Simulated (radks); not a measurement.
All-electron atom: Pb0.9+ in [Xe] 4f(5/2: 6, 7/2: 7.1) 5d10 6s2 6p2 (fractional occupations, a model configuration).

Method: Dirac Kohn-Sham, PBEsol, spin-unpolarised, spherical densities, finite nucleus; open shells fill j = l - 1/2 first; Fermi nuclear charge, rms radius 5.5012 fm; computed with a radial shooting solver on a logarithmic mesh with Libxc functionals.

Energy parts (eV):
| part | energy |
|---|---|
| total | -569056.14 |
| kinetic | 661697.96 |
| electron-nucleus | -1438228.37 |
| Hartree | 217903.60 |
| exchange-correlation | -10429.33 |

Orbitals (lengths in bohr, moments of r in powers of bohr; <r^-3> diverges for s and p1/2):
orbital  occ.  eigenvalue (eV)  <r^-3>      <r>   <1/r>      <r^2>
1s1/2       2        -87911.20       -  0.01606   101.2  0.0003577
2s1/2       2        -15733.05       -  0.06694   25.03   0.005370
2p1/2       2        -15117.89       -  0.05489   25.00   0.003776
2p3/2       4        -12930.06   23380  0.06381   19.96   0.004958
3s1/2       2        -3797.437       -   0.1741   9.180    0.03480
3p1/2       2        -3518.061       -   0.1645   9.096    0.03160
3p3/2       4        -3030.006    5519   0.1807   7.778    0.03794
3d3/2       4        -2567.623   968.6   0.1570   7.678    0.02893
3d5/2       6        -2463.749   790.7   0.1619   7.385    0.03065
4s1/2       2        -877.7451       -   0.3835   3.910     0.1662
4p1/2       2        -756.5275       -   0.3844   3.803     0.1683
4p3/2       4        -636.1412    1368   0.4186   3.347     0.1992
4d3/2       4        -437.8939   218.6   0.4226   3.154     0.2062
4d5/2       6        -415.3189   174.4   0.4335   3.052     0.2168
4f5/2       6        -158.7386   38.76   0.4444   2.724     0.2357
4f7/2     7.1        -153.5759   36.75   0.4504   2.685     0.2420
5s1/2       2        -158.8736       -   0.8442   1.644     0.7986
5p1/2       2        -116.7672       -   0.8987   1.525     0.9103
5p3/2       4         -93.3627   262.2   0.9871   1.355      1.099
5d3/2       4         -34.3900   28.52    1.225   1.077      1.736
5d5/2       6         -31.5222   22.12    1.268   1.037      1.863
6s1/2       2         -20.0565       -    2.175  0.5919      5.332
6p1/2       2         -11.5730       -    2.645  0.4811      7.974
6p3/2       0          -9.4730   22.62    2.976  0.4229      10.09

The highest occupied level is 6p1/2 at -11.573 eV. The density falls to 0.001 e/bohr^3 at r = 4.26 bohr. Summed over all electrons, <r^2> = 59.89 bohr^2, which gives a Langevin (diamagnetic) susceptibility term of -47.4 x 10^-6 cm^3/mol. The electron density at the nucleus is 2.733e+06 e/bohr^3.
